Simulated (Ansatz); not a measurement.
Ansatz (an electronic-structure program) input for 2-methylidene-3H-selenophene (C5H6Se), SMILES C1=C[Se]C(C1)=C, PBE0-D3(BJ)/def2-SVP. 

Ansatz 0.2 input:
```yaml
crystal:
  periodic: [false, false, false]
  atoms:
    - {symbol: C, position_ang: [0.84280644, 2.22857895, 0.00000000]}
    - {symbol: C, position_ang: [0.06963480, 1.12516760, -0.00000000]}
    - {symbol: C, position_ang: [-1.45406687, 1.09524034, -0.00000000]}
    - {symbol: C, position_ang: [-1.94863611, -0.32508571, -0.00000000]}
    - {symbol: C, position_ang: [-1.01623636, -1.29758682, 0.00000000]}
    - {symbol: Se, position_ang: [0.78333777, -0.66869514, -0.00000000]}
    - {symbol: H, position_ang: [1.94144991, 2.18081995, -0.00000000]}
    - {symbol: H, position_ang: [0.38029324, 3.22856685, -0.00000000]}
    - {symbol: H, position_ang: [-1.84222739, 1.64746867, -0.88633759]}
    - {symbol: H, position_ang: [-1.84222739, 1.64746868, 0.88633759]}
    - {symbol: H, position_ang: [-3.02724265, -0.54624683, 0.00000001]}
    - {symbol: H, position_ang: [-1.20454124, -2.38032864, 0.00000000]}
basis:
  gaussian:
    orbitals: def2-SVP
hamiltonian:
  xc: pbe0
  dispersion: d3bj
relax: {f_tol: 0.002, max_steps: 200}
```

It prints:

```
WARN ansatz: RAYON_NUM_THREADS=1 ignored (pool sized by the plan → 1); use --threads N
Functional definition: PBE0
integrals: 0.11 GiB planned
1494 factors; integrals over basis functions are off by at most 5.1e-4 eV
mean field: 0.74 GiB planned
mean field evaluation 1: about -70595.7957 eV, gradient 5.9e1 eV
mean field evaluation 2: about -70587.4124 eV, gradient 8.0e1 eV
mean field evaluation 4: about -70605.1471 eV, gradient 7.5e0 eV
mean field evaluation 8: about -70605.3221 eV, gradient 3.5e-1 eV
mean field evaluation 16: about -70605.3224 eV, gradient 6.5e-5 eV
mean field -70605.32240729 eV, -2594.6977404616 hartree, gradient 1.1e-5 eV, S^2 0.000000; 0 other end points of the search recorded, 0 dependent functions left out
the calculation of the forces begins
reference -70605.32243417 eV, -2594.6977414494 hartree; 35, 35 occupied and 97, 97 virtual orbitals, 1494 factors
relax step   1: F+E_penalty+E_count = -70605.61727832 eV  Δ(F+E_penalty+E_count) = +0.000e0 eV  max|allowed force component| = 3.963e-1 eV/Å  Δτ_max = 0.0000 Å  (32 SCF iters, accepted)
these checks for a lower state are left out or cut short: starts, cluster_reference, orbital_swaps, neighbouring_geometries, increment
integrals: 0.11 GiB planned
1494 factors; integrals over basis functions are off by at most 4.9e-4 eV
mean field: 0.74 GiB planned
mean field -70605.34319858 eV, -2594.6985045272 hartree, gradient 2.3e-5 eV, S^2 0.000000; 0 other end points of the search recorded, 0 dependent functions left out
the calculation of the forces begins
reference -70605.34322531 eV, -2594.6985055097 hartree; 35, 35 occupied and 97, 97 virtual orbitals, 1494 factors
relax step   2: F+E_penalty+E_count = -70605.63929877 eV  Δ(F+E_penalty+E_count) = -2.202e-2 eV  max|allowed force component| = 1.349e-1 eV/Å  Δτ_max = 0.0199 Å  (33 SCF iters, accepted)
these checks for a lower state are left out or cut short: starts, cluster_reference, orbital_swaps, neighbouring_geometries, increment
integrals: 0.11 GiB planned
1494 factors; integrals over basis functions are off by at most 4.9e-4 eV
mean field: 0.74 GiB planned
mean field evaluation 32: about -70605.3442 eV, gradient 2.4e-5 eV
mean field -70605.34415057 eV, -2594.6985395123 hartree, gradient 2.4e-5 eV, S^2 0.000000; 0 other end points of the search recorded, 0 dependent functions left out
the calculation of the forces begins
reference -70605.34417727 eV, -2594.6985404935 hartree; 35, 35 occupied and 97, 97 virtual orbitals, 1494 factors
relax step   3: F+E_penalty+E_count = -70605.64056574 eV  Δ(F+E_penalty+E_count) = -1.267e-3 eV  max|allowed force component| = 3.349e-2 eV/Å  Δτ_max = 0.0054 Å  (26 SCF iters, accepted)
these checks for a lower state are left out or cut short: starts, cluster_reference, orbital_swaps, neighbouring_geometries, increment
integrals: 0.11 GiB planned
1494 factors; integrals over basis functions are off by at most 4.9e-4 eV
mean field: 0.74 GiB planned
mean field -70605.34415218 eV, -2594.6985395715 hartree, gradient 4.8e-5 eV, S^2 0.000000; 0 other end points of the search recorded, 0 dependent functions left out
the calculation of the forces begins
reference -70605.34417888 eV, -2594.6985405526 hartree; 35, 35 occupied and 97, 97 virtual orbitals, 1494 factors
relax step   4: F+E_penalty+E_count = -70605.64059713 eV  Δ(F+E_penalty+E_count) = -3.139e-5 eV  max|allowed force component| = 9.212e-3 eV/Å  Δτ_max = 0.0013 Å  (22 SCF iters, accepted)
these checks for a lower state are left out or cut short: starts, cluster_reference, orbital_swaps, neighbouring_geometries, increment
integrals: 0.11 GiB planned
1494 factors; integrals over basis functions are off by at most 4.9e-4 eV
mean field: 0.74 GiB planned
mean field -70605.34416815 eV, -2594.6985401582 hartree, gradient 1.8e-5 eV, S^2 0.000000; 0 other end points of the search recorded, 0 dependent functions left out
the calculation of the forces begins
reference -70605.34419484 eV, -2594.6985411394 hartree; 35, 35 occupied and 97, 97 virtual orbitals, 1494 factors
relax step   5: F+E_penalty+E_count = -70605.64060292 eV  Δ(F+E_penalty+E_count) = -5.797e-6 eV  max|allowed force component| = 4.544e-3 eV/Å  Δτ_max = 0.0005 Å  (22 SCF iters, accepted)
these checks for a lower state are left out or cut short: starts, cluster_reference, orbital_swaps, neighbouring_geometries, increment
integrals: 0.11 GiB planned
1494 factors; integrals over basis functions are off by at most 4.9e-4 eV
mean field: 0.74 GiB planned
mean field -70605.34417045 eV, -2594.6985402429 hartree, gradient 1.7e-5 eV, S^2 0.000000; 0 other end points of the search recorded, 0 dependent functions left out
the calculation of the forces begins
reference -70605.34419715 eV, -2594.6985412240 hartree; 35, 35 occupied and 97, 97 virtual orbitals, 1494 factors
relax step   6: F+E_penalty+E_count = -70605.64060382 eV  Δ(F+E_penalty+E_count) = -8.909e-7 eV  max|allowed force component| = 1.103e-3 eV/Å  Δτ_max = 0.0003 Å  (20 SCF iters, accepted)
integrals: 0.11 GiB planned
1494 factors; integrals over basis functions are off by at most 4.9e-4 eV
mean field: 0.74 GiB planned
mean field evaluation 64: about -70605.3442 eV, gradient 7.3e-4 eV
mean field -70605.34417045 eV, -2594.6985402429 hartree, gradient 1.7e-5 eV, S^2 0.000000; 1 other end points of the search recorded, 0 dependent functions left out
the calculation of the forces begins
reference -70605.34419715 eV, -2594.6985412240 hartree; 35, 35 occupied and 97, 97 virtual orbitals, 1494 factors
Total energy: -70605.64063051 eV, -2594.7094349493 hartree
Atom 0 at     0.830808     2.216263     0.000000 Å, force    -0.000487    -0.000623     0.000000 eV/Å
Atom 1 at     0.066124     1.120848    -0.000000 Å, force     0.000572     0.000394    -0.000000 eV/Å
Atom 2 at    -1.449560     1.095431    -0.000000 Å, force    -0.000709     0.000342    -0.000000 eV/Å
Atom 3 at    -1.938341    -0.319568    -0.000000 Å, force    -0.000283    -0.000541    -0.000000 eV/Å
Atom 4 at    -1.012877    -1.282440    -0.000000 Å, force     0.001103     0.000519    -0.000000 eV/Å
Atom 5 at     0.772873    -0.656850    -0.000000 Å, force     0.000240    -0.000312    -0.000000 eV/Å
Atom 6 at     1.921760     2.169115     0.000000 Å, force    -0.000094     0.000167    -0.000000 eV/Å
Atom 7 at     0.371550     3.208990    -0.000000 Å, force     0.000158    -0.000019    -0.000000 eV/Å
Atom 8 at    -1.833163     1.640583    -0.881450 Å, force     0.000096    -0.000050     0.000085 eV/Å
Atom 9 at    -1.833163     1.640583     0.881450 Å, force     0.000096    -0.000050    -0.000085 eV/Å
Atom 10 at    -3.008867    -0.540941     0.000000 Å, force     0.000110    -0.000096     0.000000 eV/Å
Atom 11 at    -1.204800    -2.356645    -0.000000 Å, force    -0.000803     0.000271     0.000000 eV/Å
Dipole moment:    -0.283840     0.078209     0.000000 e Å
```

The calculation finished and met its thresholds.
